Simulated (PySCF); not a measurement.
BeH₂ (singlet). Method: PBE/[Be def2-TZVP, H def2-TZVP], no relativity, density fitting, PySCF.

Harmonic bands of its minimum:

```csv
ω (cm⁻¹),"IR (km/mol, summed over degenerate members)",degeneracy
702,570,2
1967,0.0,1
2183,227,1
```

**Question.** The central atom is Be. Infer the point group and assign the bands.

**Answer.** D∞h. The modes span πu + σg+ + σu+: 702 πu, 1967 σg+, 2183 σu+. The computed geometry has Be–H 1.344 Å (×2); H–Be–H 180.0°.
